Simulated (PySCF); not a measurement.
Radial density of K+ (potassium, charge +1)

LDA, [Ar], closed-shell 1S. Calculation: PySCF 2.14, in def2-SVP (5s3p2d, 24 functions); the non-relativistic Hamiltonian (point nucleus).

```json
{"r (bohr)": "0.00152", "4πr²ρ (e/bohr)": "0.1216"}
{"r (bohr)": "0.00255", "4πr²ρ (e/bohr)": "0.3358"}
{"r (bohr)": "0.00429", "4πr²ρ (e/bohr)": "0.8956"}
{"r (bohr)": "0.00722", "4πr²ρ (e/bohr)": "2.255"}
{"r (bohr)": "0.0121", "4πr²ρ (e/bohr)": "5.309"}
{"r (bohr)": "0.0204", "4πr²ρ (e/bohr)": "10.96"}
{"r (bohr)": "0.0344", "4πr²ρ (e/bohr)": "18.45"}
{"r (bohr)": "0.0578", "4πr²ρ (e/bohr)": "22.16"}
{"r (bohr)": "0.0972", "4πr²ρ (e/bohr)": "17.68"}
{"r (bohr)": "0.164", "4πr²ρ (e/bohr)": "16.97"}
{"r (bohr)": "0.275", "4πr²ρ (e/bohr)": "22.91"}
{"r (bohr)": "0.463", "4πr²ρ (e/bohr)": "12.36"}
{"r (bohr)": "0.778", "4πr²ρ (e/bohr)": "5.233"}
{"r (bohr)": "1.31", "4πr²ρ (e/bohr)": "6.239"}
{"r (bohr)": "2.20", "4πr²ρ (e/bohr)": "1.577"}
{"r (bohr)": "3.70", "4πr²ρ (e/bohr)": "0.05854"}
{"r (bohr)": "6.23", "4πr²ρ (e/bohr)": "4.901e-05"}
```
